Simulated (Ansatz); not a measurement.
Cost and result for the atomization energy of `B[O][In]([F])[CH2][SiH3]` (13 atoms, 12 bonds).

Z-matrix (Å, degrees):
```
C
Si 1 1.873
In 1 2.119 2 113.6
H 1 1.092 2 110.8 3 119.6
H 1 1.093 2 110.4 3 -119.8
H 2 1.487 1 109.8 3 -59.1
H 2 1.486 1 110.8 3 -179.7
H 2 1.487 1 109.6 3 59.9
O 3 1.992 1 128.2 2 -88.6
F 3 1.948 1 123.0 2 96.0
B 9 1.340 3 126.7 1 139.0
H 11 1.210 9 121.7 3 -4.9
H 11 1.206 9 118.1 3 176.0
```

Charge 0, multiplicity 1. Correlated methods include outer-core shells of In, which these sets cover unevenly. In takes the def2 core potential. The structure was optimised at the PBE0-D4/def2-TZVP level. It is one conformer, not always the lowest. Program: Ansatz. All runs use 2 threads of an AMD EPYC 7R13 on a shared host and a share of an NVIDIA H100 80 GB. Times are those of one run each, without the atoms' runs, and a repeat can differ threefold. Electronic energies, without spin–orbit coupling; frozen cores. CCSD(T)/CBS adds CCSD(T) − MP2 in def2-TZVPP to the MP2 limit, and its time is that of the two runs behind it. T1 = 0.016. With those shells the extrapolation isn't a true limit. B3LYP takes the VWN-RPA correlation (the form of Gaussian; ORCA's B3LYP/G). HSE06 is the plane-wave form, built on full-range PBE exchange.

CCSD(T)/CBS is a level of theory with its own doubt, some kJ/mol a heavy atom from the limit and from the frozen cores, so smaller differences don't rank the functionals.

```tsv
level	functions	wall time	atomization (kcal/mol)	difference from CCSD(T)/CBS	per bond
B97M-V/def2-TZVPP	314	6 s	1064.3	-2.6	-0.2
BHLYP-D4/def2-TZVPP	314	6 s	1032.0	-34.9	-2.9
LDA (SPW92)/def2-TZVPP	314	6 s	1200.6	133.7	11.1
r2SCANh-D4/def2-TZVPP	314	6 s	1057.9	-9.0	-0.7
B3LYP-D4/def2-TZVPP (with forces)	314	6.5 s	1057.0	-9.9	-0.8
CCSD(T)/def2-SVP	135	6.5 s	1004.0	-62.9	-5.2
B2PLYP/def2-TZVPP	314	7 s	1049.7	-17.2	-1.4
HSE06-D4/def2-TZVPP	314	7 s	1053.7	-13.2	-1.1
PBE-QIDH/def2-TZVPP	314	7.5 s	1052.5	-14.4	-1.2
r2SCAN-D4/def2-TZVPP (with forces)	314	8.5 s	1065.4	-1.5	-0.1
MP2/def2-QZVPP	590	9.5 s	1072.5	5.6	0.5
CCSD(T)/def2-TZVPP	314	18 s	1038.3	-28.6	-2.4
CCSD(T)/CBS(def2)	–	27 s	1066.9	0.0	0.0
```

From PBE to PBE0 (25 % exact exchange), in def2-TZVPP and without D4, the atomization energy moves by −15.7 kcal/mol: exact exchange takes away binding that semilocal exchange gives to molecules. The D4 term adds +10.2 kcal/mol with B3LYP and +5.4 kcal/mol with PBE0; it sums over pairs of atoms, weighted by their polarisabilities, and B3LYP, whose exchange is more repulsive, gets the larger term. At CCSD(T), def2-SVP lies −62.9 kcal/mol from the extrapolated value and def2-TZVPP −28.6 kcal/mol: correlation converges slowly with the basis, and small sets miss more of it in the bonded molecule than in its fragments.

Spin–orbit coupling would lower the free In atoms strongly, and the atomization energy with them, by more than many differences here.
